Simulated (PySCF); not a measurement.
Working out the ionisation energy of Ne⁺

Ne⁺ [He] 2s2 2p5 (2P) → Ne²⁺ [He] 2s2 2p4 (3P). All numbers are calculated (PySCF 2.14, no relativity, point nucleus, in cc-pVDZ (3s2p1d, 14 functions)). Frozen: 1s2. Energies in hartree (1 hartree = 27.21139 eV):

| part | Ne⁺ (lower) | Ne²⁺ (upper) |
| --- | --- | --- |
| UHF | -127.765983 | -126.317456 |
| CCSD correlation | -0.144137 | -0.106219 |
| (T) | -0.001020 | -0.000639 |

**Question.** What does Hartree-Fock give?

**Answer.** (-126.317456) − (-127.765983) = 1.448527 hartree = 39.416 eV.

**Question.** What do CCSD and CCSD(T) give?

**Answer.** The CCSD correlation energies differ by 0.037918 hartree = 1.032 eV and the triples by 0.000381 hartree = 0.010 eV, so CCSD gives 40.448 eV and CCSD(T) 40.458 eV.

Reference: 40.963 eV (measured; NIST Atomic Spectra Database, ionization energies), between the lowest levels; spin-orbit coupling is absent from the calculation.

A double-zeta basis recovers only part of the correlation energy.

What remains against the reference includes basis incompleteness, the frozen core and higher excitations.
